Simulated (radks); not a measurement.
These are the eigenvalues of the occupied orbitals of an atom or ion with whole-number occupations (hartree). Method: Dirac Kohn-Sham, PBE, spin-unpolarised, spherical densities, point nucleus; computed with a radial shooting solver on a logarithmic mesh with Libxc functionals.

orbital  eigenvalue
1s1/2     -521.6525
2s1/2     -69.98573
2p1/2     -63.39153
2p3/2     -61.41288
3s1/2     -11.18216
3p1/2      -8.85270
3p3/2      -8.56127
3d3/2      -4.50126
3d5/2      -4.45315
4s1/2      -2.17152
4p1/2      -1.61403
4p3/2      -1.58122

Which element is it, and in what charge state? The configuration may be excited. Open shells, if any, are shared by 2j + 1.

Answer. Z = 36, krypton, charge +3: Kr3+ in [Ar] 3d10 4s2 4p3. The list shows which subshells hold electrons but not how many an open one holds; the 1s level, -521.65 hartree, gives Z - s = 32.3 by -(Z - s)^2/2, which with screening and relativity narrows Z to a few neighbours, and the depths of the outer levels then fix element, charge and occupations together.
